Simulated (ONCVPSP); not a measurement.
Ranking ONCV potentials for Ne (Z = 10)

All share these settings but for the change named:

* Element: Ne (Z = 10)
* Generator: ONCVPSP 4.0.1
* Type: optimised norm-conserving Vanderbilt (ONCV)
* Functional: PBE
* Relativity: scalar-relativistic
* Frozen core: [He]
* Valence charge: 8
* Reference configuration: 2s2 2p5 (charge +1)
* Partial waves: 2s: rc 0.75 bohr, ncon 3, nbas 6, qcut 9.4 1/bohr, 2 projectors, debl 3.8 Ha; 2p: rc 1.15 bohr, ncon 4, nbas 8, qcut 15 1/bohr, 3 projectors, debl 1.8 Ha; d scattering state at 0.15 Ha: rc 1.00 bohr, ncon 5, nbas 10, qcut 10.7 1/bohr, 2 projectors, debl 3.8 Ha
* Local potential: polynomial inside 0.60 bohr (lpopt 5, dvloc0 0 Ha)
* Core correction: Teter function, parameters optimised by the program

Test errors are all-electron minus pseudo excitation energies from the reference, over 2s2 2p6; 2s2 2p4; 2s2 2p3; 2s2 2p5.5. None of these files shows a bound ghost.

The base gives 230.8 meV.

Of 9 variants that were run, those that failed, showed a ghost or another fault, or gave nearly equal values are left out.

A variant can come out equal or close to the base, since the largest error may sit in a test that the change hardly touches while other tests move.

Task: Rank these variants by their largest absolute test error, smallest first.
A. s: qcut 5.9; p: qcut 9.5; d: qcut 6.8
B. p: rc 1.6
C. d: rc 0.75, qcut 14.3
D. all radii but the core radius scaled by about 0.86 (s 0.64, p 0.98, d 0.86 bohr); local potential polynomial inside 0.52 bohr (lpopt 5, dvloc0 0 Ha)

Result: D (127.3 meV), C (230.8 meV), B (416.3 meV), A (587.8 meV).
